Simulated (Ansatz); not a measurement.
**SnO (tin(ii) oxide): the energy, rung by rung**

The species is SnO (2 atoms), meant as a singlet with charge 0. SMILES: `[O]=[Sn]`. Geometry: relaxed at PBE0-D4/def2-TZVP.

```xyz
2

O     0.0000    0.0000   -0.0071
Sn    0.0000    0.0000    1.8107
```

Each level gives the energy change with the O1–Sn2 bond stretched from 1.818 to 4.544 Å (eV). The values are calculated.

```csv
level,kind,program,value (eV),less FCI/STO-3G
HF/STO-3G (restricted),Hartree–Fock,Ansatz,6.81,+1.57
RPA@PBE/STO-3G (restricted),RPA,Ansatz,3.78,-1.46
CCSD(T)/STO-3G (unrestricted),coupled cluster or CI,Ansatz,5.30,+0.06
FCI/STO-3G,exact in the basis,Ansatz,5.24,0.00
```

FCI/STO-3G is exact within its basis and frozen core, so for wave-function methods in that basis the difference is their error. Spin-restricted single references rise too steeply as a bond breaks, Hartree–Fock most of all. All-electron rows without a relativistic Hamiltonian named are non-relativistic. The first shape isn't each level's own minimum. The values span 3.78 to 6.81 eV. Spin contamination of the reference (⟨S²⟩ at least 0.1 too high) touches CCSD(T)/STO-3G. All rows use very small basis sets, so even the best lies far from the true value. In the correlated wave-function rows the outer d shell of Sn is correlated, in sets not made for it.
